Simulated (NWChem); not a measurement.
C$_{3}$H$_{5}$FOSi; SMILES C=C1C[Si@@H](F)O1

```xyz
11

C      0.2023     2.5313    -0.3408
C      0.0136     1.2300    -0.0755
C     -1.2617     0.3880     0.0215
Si    -0.0340    -0.9742     0.4348
F      0.1623    -2.1532    -0.6762
O      1.0546     0.3288     0.2045
H     -0.6587     3.1792    -0.5509
H      1.2150     2.9580    -0.3525
H     -1.8074     0.2793    -0.9371
H     -1.9704     0.7161     0.8074
H      0.0746    -1.6409     1.7652
```
Atoms are numbered in this order, from 1.

Structure relaxed at the PBE-D3(BJ)/def2-SVP level.

Question: List the 4 lowest vertical singlet excitations from PBE/def2-SVP, TDA (NWChem).

Answer: 
```csv
state,energy (eV),oscillator strength,leading excitation (squared amplitude)
S1,5.30,0.002,HOMO → LUMO+1 (0.98)
S2,5.93,0.002,HOMO → LUMO+2 (0.85)
S3,6.44,0.004,HOMO → LUMO+3 (0.95)
S4,6.86,0.103,HOMO → LUMO+4 (0.50)
```
